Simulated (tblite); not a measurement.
Species: C5H2ClS (doublet state).
Atom-mapped SMILES: `[CH:1]#[C:2][C@H:3]([Cl:4])[C:5]=[C:6]=[S:7]` (hydrogens: H8 on C1; H9 on C3)
Bond orders are those of one Lewis drawing.

Computed with GFN2-xTB (tblite), gas phase: L-BFGS steps from a force-field or distance-geometry start until the largest atomic force falls under 0.01 eV/Å.

Step 36: E = -526.4619 eV
```
atom  x, y, z in Å  |  force x, y, z in eV/Å
C1     -2.0977   -0.5619   -0.5315   -0.075   0.029  -0.048
C2     -1.2037    0.0857   -0.0666   -0.006   0.032   0.040
C3     -0.0487    0.7977    0.4487   -0.214   0.012  -0.073
Cl4     0.1214    2.4080   -0.4356    0.025  -0.147   0.042
C5      1.0973   -0.0340    0.2391   -0.011   0.135   0.105
C6      2.0210   -0.8010    0.0178    0.110  -0.127  -0.093
S7      3.2134   -1.8585   -0.2683    0.059   0.019   0.014
H8     -2.9111   -1.0973   -0.9325    0.102   0.071   0.072
H9     -0.1784    1.0674    1.5038    0.009  -0.024  -0.059
```

Step 37: E = -526.4657 eV
```
atom  x, y, z in Å  |  force x, y, z in eV/Å
C1     -2.1236   -0.5519   -0.5291   -0.073   0.046  -0.050
C2     -1.2215    0.0868   -0.0659    0.029  -0.006   0.023
C3     -0.0510    0.7818    0.4426   -0.240  -0.021  -0.092
Cl4     0.1365    2.3872   -0.4450    0.008  -0.121   0.044
C5      1.0948   -0.0499    0.2303   -0.022   0.101   0.114
C6      2.0388   -0.7983    0.0324    0.115  -0.120  -0.126
S7      3.2569   -1.8260   -0.2584    0.037   0.023   0.031
H8     -2.9477   -1.0735   -0.9314    0.159   0.102   0.107
H9     -0.1696    1.0500    1.4993   -0.011  -0.004  -0.053
```

Step 38: E = -526.4691 eV
```
atom  x, y, z in Å  |  force x, y, z in eV/Å
C1     -2.1456   -0.5420   -0.5281   -0.050   0.064  -0.037
C2     -1.2367    0.0872   -0.0651    0.062  -0.044   0.002
C3     -0.0555    0.7671    0.4369   -0.157  -0.040  -0.065
Cl4     0.1515    2.3648   -0.4535   -0.011  -0.064   0.025
C5      1.0960   -0.0609    0.2290   -0.077   0.061   0.103
C6      2.0530   -0.7958    0.0439    0.109  -0.103  -0.146
S7      3.2918   -1.7974   -0.2531    0.028   0.021   0.044
H8     -2.9762   -1.0526   -0.9291    0.137   0.089   0.100
H9     -0.1647    1.0358    1.4939   -0.041   0.016  -0.027
```

Step 39: E = -526.4713 eV
```
atom  x, y, z in Å  |  force x, y, z in eV/Å
C1     -2.1584   -0.5345   -0.5282   -0.002   0.085  -0.011
C2     -1.2426    0.0851   -0.0665    0.044  -0.076  -0.021
C3     -0.0595    0.7578    0.4319   -0.019  -0.035  -0.010
Cl4     0.1576    2.3516   -0.4565   -0.020  -0.009  -0.006
C5      1.0995   -0.0645    0.2301   -0.052  -0.022   0.072
C6      2.0628   -0.7940    0.0492    0.013  -0.025  -0.134
S7      3.3107   -1.7832   -0.2493    0.036   0.014   0.048
H8     -2.9918   -1.0389   -0.9245    0.062   0.044   0.062
H9     -0.1647    1.0268    1.4887   -0.062   0.025   0.001
```

Problem. Estimate the geometry and energy of step 40. (The exact step hangs on the optimiser's Hessian estimate; all steps are aligned on step 39, rigid shifts and turns removed.)

Solution. E = -526.4725 eV, largest force 0.136 eV/Å
```
atom  x, y, z in Å  |  force x, y, z in eV/Å
C1     -2.1622   -0.5299   -0.5293    0.015   0.075   0.000
C2     -1.2428    0.0827   -0.0676    0.063  -0.065  -0.019
C3     -0.0615    0.7537    0.4296    0.081  -0.008   0.036
Cl4     0.1582    2.3470   -0.4567   -0.021   0.015  -0.023
C5      1.1033   -0.0636    0.2335   -0.109  -0.018   0.057
C6      2.0652   -0.7933    0.0475    0.031  -0.036  -0.127
S7      3.3157   -1.7804   -0.2475    0.035   0.016   0.047
H8     -2.9945   -1.0341   -0.9204   -0.028  -0.004   0.015
H9     -0.1678    1.0239    1.4858   -0.066   0.025   0.015
```

The energy changes by -0.0013 eV. The first-order estimate −F·Δx gives -0.0018 eV and the mean of the old and new forces, exact on a quadratic surface, -0.0013 eV. The step makes an angle of 62° with the force vector and moves no atom by more than 0.007 Å.

The cost below is that of the whole relaxation. The run took 0.34 s of wall time on Arm Neoverse V1, one thread, on a shared host.
